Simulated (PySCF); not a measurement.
CH₈ClNSi₂, singlet, geometry from GFN2-xTB. Base run: PySCF with B3LYP/6-31G, polarisability.

Here is a job for PySCF.
```python
from pyscf import gto, scf, dft
from pyscf.prop import polarizability

mol = gto.M(
    atom='''
Si    0.634732    0.683364   -0.539800
Cl    2.602718    1.026189   -0.199011
C     0.079101   -0.853986    0.409740
Si   -1.768087   -1.307785    0.209357
N    -2.882724   -0.068771    0.642494
H    -0.079473    1.878561   -0.085334
H     0.468453    0.517613   -1.982471
H     0.683204   -1.705877    0.095294
H     0.295120   -0.715464    1.471046
H    -2.074534   -2.427032    1.102464
H    -2.043375   -1.598326   -1.197159
H    -2.948542    0.217262    1.605740
H    -2.975617    0.735251    0.043901
''',
    basis='6-31g',
    charge=0,
    spin=0,
    verbose=3,
)

mf = dft.RKS(mol)
mf.xc = 'b3lyp'
mf.kernel()
alpha = mf.Polarizability().polarizability()[2, 2]
print('alpha_zz =', alpha)
```

The base was run again with changes. Order these runs by alpha_zz (bohr³), lowest first: basis = 6-31+G* | functional = pbe | functional = hf | basis = STO-3G | functional = camb3lyp | functional = lda,vwn.

basis = STO-3G (alpha_zz (bohr³) 29.60), functional = hf (alpha_zz (bohr³) 55.14), functional = camb3lyp (alpha_zz (bohr³) 56.49), functional = pbe (alpha_zz (bohr³) 58.08), functional = lda,vwn (alpha_zz (bohr³) 58.87), basis = 6-31+G* (alpha_zz (bohr³) 67.70)

Finite-field rows take the second difference of the energy in a field along z; a small field with loose convergence shows SCF noise divided by the square of the field, and a large one adds hyperpolarisability.
